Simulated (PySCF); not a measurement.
H₁₂O₆Ti (SMILES [OH2]->[Ti+3](<-[OH2])(<-[OH2])(<-[OH2])(<-[OH2])<-[OH2]), charge +3, doublet, geometry from GFN2-xTB (such geometries of metal compounds can be far from the true shape); HF/STO-3G run with PySCF.

Input for PySCF:
```python
from pyscf import gto, scf

mol = gto.Mole()
mol.atom = '''
    Ti    0.000000   -0.000000    0.000000
    O    -0.627959    1.694347   -0.916779
    H    -1.523785    2.085312   -0.970296
    H    -0.072977    2.323388   -1.422996
    O     1.556872    1.053938    0.755640
    H     1.513752    1.939292    1.173063
    H     2.507928    0.826376    0.799576
    O     1.045118   -0.451525   -1.676151
    H     1.965747   -0.768596   -1.776801
    H     0.720005   -0.395730   -2.598724
    O    -1.045118    0.451525    1.676151
    H    -1.965747    0.768596    1.776801
    H    -0.720005    0.395730    2.598724
    O    -1.556872   -1.053938   -0.755640
    H    -1.513752   -1.939292   -1.173063
    H    -2.507928   -0.826376   -0.799576
    O     0.627959   -1.694347    0.916779
    H     0.072977   -2.323388    1.422996
    H     1.523785   -2.085312    0.970296
'''
mol.basis = 'sto-3g'
mol.charge = 3
mol.spin = 1
mol.verbose = 4
mol.build()

mf = scf.UHF(mol)
mf.kernel()
```

Task: Write the output that PySCF gives for this input, abridged.

Result: 
```
PySCF version 2.14.0

[INPUT] verbose = 4
[INPUT] num. atoms = 19
[INPUT] num. electrons = 79
[INPUT] charge = 3
[INPUT] spin (= nelec alpha-beta = 2S) = 1
[INPUT] symmetry False subgroup None
[INPUT] Mole.unit = angstrom
[INPUT] Symbol           X                Y                Z      unit          X                Y                Z       unit  Magmom
[INPUT]  1 Ti     0.000000000000   0.000000000000   0.000000000000 AA    0.000000000000   0.000000000000   0.000000000000 Bohr   0.0
[INPUT]  2 O     -0.627959000000   1.694347000000  -0.916779000000 AA   -1.186670527456   3.201851789978  -1.732461226753 Bohr   0.0
[INPUT]  3 H     -1.523785000000   2.085312000000  -0.970296000000 AA   -2.879536322720   3.940668564269  -1.833593699761 Bohr   0.0
[INPUT]  4 H     -0.072977000000   2.323388000000  -1.422996000000 AA   -0.137906543392   4.390567001101  -2.689072716352 Bohr   0.0
[INPUT]  5 O      1.556872000000   1.053938000000   0.755640000000 AA    2.942061691004   1.991654172272   1.427952648766 Bohr   0.0
[INPUT]  6 H      1.513752000000   1.939292000000   1.173063000000 AA    2.860576700513   3.664730755560   2.216767796861 Bohr   0.0
[INPUT]  7 H      2.507928000000   0.826376000000   0.799576000000 AA    4.739297060128   1.561624315914   1.510979655775 Bohr   0.0
[INPUT]  8 O      1.045118000000  -0.451525000000  -1.676151000000 AA    1.974986787853  -0.853258588394  -3.167466333416 Bohr   0.0
[INPUT]  9 H      1.965747000000  -0.768596000000  -1.776801000000 AA    3.714723460185  -1.452435940436  -3.357667267853 Bohr   0.0
[INPUT] 10 H      0.720005000000  -0.395730000000  -2.598724000000 AA    1.360612258317  -0.747821319274  -4.910876633334 Bohr   0.0
[INPUT] 11 O     -1.045118000000   0.451525000000   1.676151000000 AA   -1.974986787853   0.853258588394   3.167466333416 Bohr   0.0
[INPUT] 12 H     -1.965747000000   0.768596000000   1.776801000000 AA   -3.714723460185   1.452435940436   3.357667267853 Bohr   0.0
[INPUT] 13 H     -0.720005000000   0.395730000000   2.598724000000 AA   -1.360612258317   0.747821319274   4.910876633334 Bohr   0.0
[INPUT] 14 O     -1.556872000000  -1.053938000000  -0.755640000000 AA   -2.942061691004  -1.991654172272  -1.427952648766 Bohr   0.0
[INPUT] 15 H     -1.513752000000  -1.939292000000  -1.173063000000 AA   -2.860576700513  -3.664730755560  -2.216767796861 Bohr   0.0
[INPUT] 16 H     -2.507928000000  -0.826376000000  -0.799576000000 AA   -4.739297060128  -1.561624315914  -1.510979655775 Bohr   0.0
[INPUT] 17 O      0.627959000000  -1.694347000000   0.916779000000 AA    1.186670527456  -3.201851789978   1.732461226753 Bohr   0.0
[INPUT] 18 H      0.072977000000  -2.323388000000   1.422996000000 AA    0.137906543392  -4.390567001101   2.689072716352 Bohr   0.0
[INPUT] 19 H      1.523785000000  -2.085312000000   0.970296000000 AA    2.879536322720  -3.940668564269   1.833593699761 Bohr   0.0

nuclear repulsion = 626.725866495371
number of shells = 38
number of NR pGTOs = 180
number of NR cGTOs = 60
basis = sto-3g
ecp = {}

******** <class 'pyscf.scf.uhf.UHF'> ********
method = UHF
initial guess = minao
damping factor = 0
level_shift factor = 0
DIIS = <class 'pyscf.scf.diis.CDIIS'>
diis_start_cycle = 1
diis_space = 8
diis_damp = 0
SCF conv_tol = 1e-09
SCF conv_tol_grad = None
SCF max_cycles = 50
direct_scf = True
direct_scf_tol = 1e-13
number electrons alpha = 40  beta = 39
Set gradient conv threshold to 3.16228e-05
init E= -1289.6244748715

cycle= 1 E= -1289.14332162154  delta_E= 0.481  |g|= 0.451  |ddm|= 3.44
cycle= 2 E= -1289.30349135679  delta_E= -0.16  |g|= 0.127  |ddm|= 0.863
cycle= 3 E= -1289.32003463303  delta_E= -0.0165  |g|= 0.0407  |ddm|= 0.268
cycle= 4 E= -1289.32452144307  delta_E= -0.00449  |g|= 0.0156  |ddm|= 0.209
cycle= 5 E= -1289.3253148476  delta_E= -0.000793  |g|= 0.00325  |ddm|= 0.115
cycle= 6 E= -1289.32534119748  delta_E= -2.63e-05  |g|= 0.000663  |ddm|= 0.0213
cycle= 7 E= -1289.32534189236  delta_E= -6.95e-07  |g|= 0.00026  |ddm|= 0.00185
cycle= 8 E= -1289.32534202246  delta_E= -1.3e-07  |g|= 5.09e-05  |ddm|= 0.000857
cycle= 9 E= -1289.32534202698  delta_E= -4.52e-09  |g|= 6.91e-06  |ddm|= 0.000169
cycle= 10 E= -1289.32534202704  delta_E= -6.05e-11  |g|= 1.63e-06  |ddm|= 1.69e-05
Extra cycle  E= -1289.32534202705  delta_E= -4.09e-12  |g|= 7.93e-07  |ddm|= 2.96e-06
converged SCF energy = -1289.32534202705  <S^2> = 0.75174725  2S+1 = 2.0017465
```
